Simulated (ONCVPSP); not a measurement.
## Potentials for Ag compared

Generated with ld1.x 7.5 (TM, RRKJ, ultrasoft, PAW), atompaw 4.2 or ONCVPSP 4.0.1. The cutoff is in Ry: for ld1.x and atompaw files where the sum of valence levels is converged to 10 mRy in a Bessel basis, for ONCV files where the hardest occupied wave has 1 mHa per electron of residual kinetic energy. The error is the largest all-electron minus pseudo excitation energy over each file’s own four to seven test configurations (ionisations up to +4, promotions, holes and added fractions of an electron), all of which were solved. The labels leave out finer settings (local radius, basis sizes, second energies), which also bear on the numbers. Spin-polarised tests are not counted. The rows are a selection from randomly drawn settings: files with unsolved tests, undetermined cutoffs or missed reference levels are left out.

A true bound ghost makes a file unfit for plane-wave use even where its test errors are small: the radial tests pick states by their node count and pass the ghost by.

```tsv
potential	cutoff (Ry)	largest error (meV)	bound ghosts
ONCV, PBEsol, scalar-relativistic, rc 1.45/1.40/1.45 (spd), local smoothed, core correction yes, reference 4s2 4p6 4d9, qcut 9.8/7.9/11.4, projectors 2/1/1	71	-110	none
ONCV, PBE, non-relativistic, rc 1.25/1.70/1.25 (spd), local d, core correction no, reference 4s2 4p6 4d9, qcut 7.8/9.4/12.6, projectors 1/2/0	74	+186	none
ONCV, PBEsol, scalar-relativistic, rc 1.50/1.20/1.80 (spd), local smoothed, core correction yes, reference 4s2 4p6 4d10 5s0.75, qcut 8/11.4/10, projectors 2/3/1	91	-3.3	none
ONCV, PBE, fully relativistic, rc 1.35/1.55/1.30 (spd), local smoothed, core correction yes, reference 4s2 4p6 4d9, qcut 8.8/8.6/7.4, projectors 2/1/2	88	-34	none
ONCV, PBEsol, scalar-relativistic, rc 1.50/1.50/1.95 (spd), local smoothed, core correction yes, reference 4s2 4p6 4d10 5s1, qcut 8.8/7.1/6.4, projectors 2/2/1	60	-16	none
ONCV, PBEsol, scalar-relativistic, rc 1.60/1.40/1.20 (spd), local smoothed, core correction no, reference 4s2 4p6 4d10 5s1, qcut 7/8.8/9.3, projectors 3/2/2	69	-5.8	none
```

(1) Fill in the row for Ag: ONCV, PBE, scalar-relativistic, rc 1.70/1.45/1.45 (spd), local d, core correction yes, reference 4s2 4p6 4d9 5s2, qcut 7.8/12/9, projectors 2/2/0.

Answers

(1) cutoff 92 Ry, largest error -9.1 meV, bound ghosts: p.
